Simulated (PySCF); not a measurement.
Al(Me)(OH)(SiH3) (CH7AlOSi), SMILES [SiH3][Al]([CH3])[OH].

Coordinates come from a r2SCAN-D4/def2-SVP optimisation. One conformer was computed; it need not be the lowest.

Computed with C-PCM-M06-2X/def2-SVP (PySCF 2.14.0).

The values are the electrostatic part of the solvation free energy, E(continuum) − E(gas) at the gas-phase geometry, in a cavity of scaled van der Waals radii (PySCF's table); cavitation and dispersion terms are not included. A continuum can't describe solvent molecules that bind to the metal. In vacuum the orbital gap is 8.03 eV. The dipole moment in vacuum is 0.39 D.

```tsv
solvent	ε	ΔG(elec) (kcal/mol)	dipole (D)	gap (eV)
water	78.36	-6.1	0.52	8.27
dichloromethane	8.93	-5.4	0.50	8.24
ethanol	24.85	-5.9	0.52	8.26
```
